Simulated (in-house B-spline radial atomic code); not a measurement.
RPA and G0W0 on TPSS: Ba5+

Configuration [Kr] 4d10 5s2 5p3, highest spin, mean-field start TPSS. Computed with an all-electron radial atomic-structure program (B-spline basis): all electrons, scalar-relativistic (spin-free one-electron X2C), finite nucleus, each spin shell either full or empty, empty states to l = 9 with an (l + 1/2)⁻⁴ tail; G0W0 by contour deformation at full frequency.

Spin-orbit coupling, left out, splits p levels strongly here.

Command:
```bash
python run_gw.py task.json out
```
Settings (radii: box in bohr, nucleus in fm):
```
Z                        56
electrons                51
configuration            [Kr] 4d10 5s2 5p3
hamiltonian              x2c
method                   tpss,tpss
lmax                     9
rms_radius               4.8378
spin_polarised           True
box_radius               10.43
intervals                67
```

Time taken, with all properties: 4.4 s on 1 thread of Intel(R) Xeon(R) Platinum 8375C CPU @ 2.90GHz (shared host).

Energies (hartree):

```json
{"term": "mean-field total", "value": "-8128.67596"}
{"term": "Hartree-Fock functional on these orbitals", "value": "-8126.05158"}
{"term": "direct second order", "value": "-4.6944"}
{"term": "second-order exchange", "value": "1.2847"}
{"term": "SOSEX correction", "value": "1.2001"}
```

Problem. What is the RPA correlation energy, and what remains with SOSEX?

Solution. RPA gives -4.1296 hartree (-2.2 eV per electron); RPA + SOSEX gives -2.9295, and the second-order doubles -3.4097 hartree (no singles). RPA lacks exchange-type terms and so overcorrelates at short range.

Quasi-particle levels (eV):

```json
{"level": "5p up", "occupied": "yes", "mean field": "-67.82", "Σx - vxc": "-5.86", "Σc": "?", "QP weight": "?", "G0W0": "?"}
{"level": "5s down", "occupied": "yes", "mean field": "-80.95", "Σx - vxc": "-3.69", "Σc": "-3.07", "QP weight": "0.954", "G0W0": "-87.72"}
{"level": "4d down", "occupied": "yes", "mean field": "-143.62", "Σx - vxc": "-13.91", "Σc": "1.98", "QP weight": "0.915", "G0W0": "-155.54"}
{"level": "5p down", "occupied": "no", "mean field": "-64.04", "Σx - vxc": "7.64", "Σc": "-2.96", "QP weight": "0.942", "G0W0": "-59.35"}
```

G0W0 = mean field + (Σx - vxc) + Σc, with Σc (partial-wave tail included) taken at the quasi-particle energy. Only the outer levels were computed. Levels of low weight are left out.

Problem. Where does G0W0 put 5p up?

Solution. At -74.36 eV, with Σc = -0.68 eV and a quasi-particle weight of 0.941. The tabulated removal energy is 71 ± 2 eV (NIST, tabulated theory); the calculation leaves out spin-orbit coupling, Breit and QED terms, and what these don't explain is the method's own error.
